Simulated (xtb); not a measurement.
C₃H₉In, charge +3, doublet, at a GFN2-xTB geometry of the parent state (such geometries of metal compounds can be far from the true shape) (a state made from the parent by changing its charge; the spin is typed, not shown lowest); GFN0-xTB run with xtb 6.7.1.

Here is a job for xtb.
```
$ xtb mol.xyz --gfn 0 --chrg 3 --uhf 1 --json

# file mol.xyz
13

In    -0.01459449     0.12307668    -0.08003243
C     -1.21332375    -1.90868512     0.19751126
H     -0.58880252    -2.67841394    -0.24526533
H     -2.12601746    -1.71911321    -0.35790670
H     -1.36965118    -2.03756831     1.26400781
C     -0.21507133     2.01031358    -1.29366667
H      0.68750489     2.11902042    -1.89540330
H     -0.32159150     2.84485438    -0.60032830
H     -1.09837796     1.90884052    -1.92477681
C      1.50549555    -0.75577286     1.52126054
H      2.31397170    -0.03254945     1.49570674
H      1.79109384    -1.74329790     1.17263736
H      0.96439733    -0.76766314     2.46228666
```

The log (banner, timings and long lists left out):

```
   ID    Z sym.   atoms
    1   49 In     1
    2    6 C      2, 6, 10
    3    1 H      3-5, 7-9, 11-13

           -------------------------------------------------
          |                Calculation Setup                |
           -------------------------------------------------

           -------------------------------------------------
          |                 G F N 0 - x T B                 |
           -------------------------------------------------

          ...................................................
          :                      SETUP                      :
          :.................................................:
          :  # basis functions                  40          :
          :  # atomic orbitals                  39          :
          :  # shells                           27          :
          :  # electrons                        21          :
          :  electronic temp.          300.0000000     K    :
          :  accuracy                    1.0000000          :
          :  -> integral cutoff          0.2500000E+02      :
          :  -> integral neglect         0.1000000E-07      :
          ...................................................

         :::::::::::::::::::::::::::::::::::::::::::::::::::::
         ::                     SUMMARY                     ::
         :::::::::::::::::::::::::::::::::::::::::::::::::::::
         :: total energy              -6.750155372278 Eh    ::
         :: gradient norm              0.062927866232 Eh/a0 ::
         :: HOMO-LUMO gap              0.397883818425 eV    ::
         ::.................................................::
         :: H0 energy                -11.544510686998 Eh    ::
         :: repulsion energy           0.179896938429 Eh    ::
         :: electrostat energy         4.616006774797 Eh    ::
         :: -> Gsolv                   0.000000000000 Eh    ::
         ::    -> Gsasa                0.000000000000 Eh    ::
         ::    -> Gshift               0.000000000000 Eh    ::
         :: dispersion energy         -0.001548398506 Eh    ::
         :: short-range corr.          0.000000000000 Eh    ::
         :: add. restraining           0.000000000000 Eh    ::
         :: total charge               3.000000000000 e     ::
         :::::::::::::::::::::::::::::::::::::::::::::::::::::

           -------------------------------------------------
          |                Property Printout                |
[...]
     5   1 H        0.925     0.420     0.441     1.038
     6   6 C        3.613    -0.484    35.962     8.746
     7   1 H        0.925     0.447     0.400     0.989
     8   1 H        0.925     0.447     0.400     0.989
     9   1 H        0.925     0.445     0.403     0.993
    10   6 C        3.562    -0.511    37.393     8.994
    11   1 H        0.925     0.454     0.389     0.976
    12   1 H        0.925     0.421     0.440     1.038
    13   1 H        0.925     0.428     0.429     1.024

 Mol. C6AA /au·bohr⁶  :       1642.429897
 Mol. C8AA /au·bohr⁸  :     102474.528369
 Mol. α(0) /au        :         68.122862

Wiberg/Mayer (AO) data.
largest (>0.10) Wiberg bond orders for each atom

 ---------------------------------------------------------------------------
     #   Z sym  total        # sym  WBO       # sym  WBO       # sym  WBO
 ---------------------------------------------------------------------------
     1  49 In   1.363 --     6 C    0.521     2 C    0.336    10 C    0.335
     2   6 C    3.498 --     5 H    0.973     3 H    0.972     4 H    0.969
                             1 In   0.336    10 C    0.138     6 C    0.112
     3   1 H    0.983 --     2 C    0.972
     4   1 H    0.983 --     2 C    0.969
     5   1 H    0.983 --     2 C    0.973
     6   6 C    3.637 --     7 H    0.965     8 H    0.965     9 H    0.965
                             1 In   0.521     2 C    0.112    10 C    0.110
     7   1 H    0.984 --     6 C    0.965
     8   1 H    0.984 --     6 C    0.965
     9   1 H    0.984 --     6 C    0.965
    10   6 C    3.495 --    12 H    0.973    13 H    0.972    11 H    0.969
                             1 In   0.335     2 C    0.138     6 C    0.110
    11   1 H    0.983 --    10 C    0.969
    12   1 H    0.983 --    10 C    0.973
    13   1 H    0.983 --    10 C    0.972
 ---------------------------------------------------------------------------

Topologies differ in total number of bonds
Writing topology from bond orders to xtbtopo.mol

 dipole moment from electron density (au)
     X       Y       Z
   0.2199  -1.9280   1.2499  total (Debye):    5.867

           -------------------------------------------------
          | TOTAL ENERGY               -6.750155372278 Eh   |
          | GRADIENT NORM               0.062927866232 Eh/α |
          | HOMO-LUMO GAP               0.397883818425 eV   |
           -------------------------------------------------

normal termination of xtb
```
